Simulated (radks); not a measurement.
Values are calculated unless marked as measured or tabulated.
Task: Species: Co II. Configuration: [Ar] 3d4 4p4 (not the ground configuration). Code: a radial shooting solver on a logarithmic mesh with Libxc functionals. Model: scalar-relativistic Kohn-Sham, r2SCAN, spin-polarised, spherical densities, finite nucleus; open shells are filled with parallel spins first; meta-GGA in the generalised Kohn-Sham scheme; Fermi nuclear charge, rms radius 3.7875 fm. Some entries of the table are withheld. Estimate them.

orbital  occ.  eigenvalue (hartree)  <1/r> (bohr^-1)  <r> (bohr)
1s up       1             -281.4056            27.03     0.05621
1s down     1             -281.3999            27.03     0.05621
2s up       1             -34.98316            5.824      0.2553
2s down     1             -34.85094            5.839      0.2546
2p up       3             -30.11146            5.699      0.2252
2p down     3             -30.00713            5.712      0.2245
3s up       1              -5.36166            1.890         (1)
3s down     1              -5.08985            1.870         (2)
3p up       3              -3.92902            1.761      0.7788
3p down     3              -3.65797            1.740      0.7865
3d up       4              -1.66149            1.494      0.8479
3d down     0              -1.38780            1.464      0.8727
4p up       3              -0.53146           0.5191       2.508
4p down     1              -0.42346           0.4749       2.717

Result: 
(1) 3s up <r> (bohr): 0.7505
(2) 3s down <r> (bohr): 0.7561
